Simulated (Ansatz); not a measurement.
Ga₂P⁺. Charge 1, multiplicity 1. Geometry B3LYP-D4/def2-TZVP, that of the neutral doublet.

```xyz
3

Ga   -0.5971    0.0786   -1.7557
Ga    0.6907    0.8467    1.4100
P    -0.0936   -0.9252    0.3457
```

The restricted singlet is unstable towards broken spin symmetry in Hartree–Fock (as tested in another run); at PBE-D4/def2-TZVP, r2SCAN-D4/def2-TZVP, PBE0-D4/def2-TZVP this wasn't settled. At PBE-D4/def2-TZVP, r2SCAN-D4/def2-TZVP an occupied level of the charge 1 singlet lies above an empty one (by up to 0.17 eV), so this SCF solution is probably not the lowest. At PBE0-D4/def2-TZVP a triplet of charge 1 lies 0.76 eV below the restricted singlet at the same geometry. The structure comes from a short search, and lower isomers may exist.

Problem. Estimate the orbital energies around the gap (eV) in Ansatz with PBE-D4/def2-TZVP, r2SCAN-D4/def2-TZVP, PBE0-D4/def2-TZVP.

Solution. 
```
orbital  PBE-D4/def2-TZVP  r2SCAN-D4/def2-TZVP  PBE0-D4/def2-TZVP
 HOMO−5            -25.71               -26.29             -29.06
 HOMO−4            -19.76               -20.37             -21.59
 HOMO−3            -15.13               -15.44             -16.12
 HOMO−2            -13.77               -14.01             -14.67
 HOMO−1            -10.63               -10.87             -11.53
   HOMO            -10.48               -10.68             -11.21
   LUMO            -10.65               -10.76              -9.99
 LUMO+1             -8.02                -7.91              -7.26
 LUMO+2             -7.38                -7.28              -6.62
 LUMO+3             -6.66                -6.48              -5.88
 LUMO+4             -6.65                -6.45              -5.85
 LUMO+5             -4.48                -4.01              -3.65
```
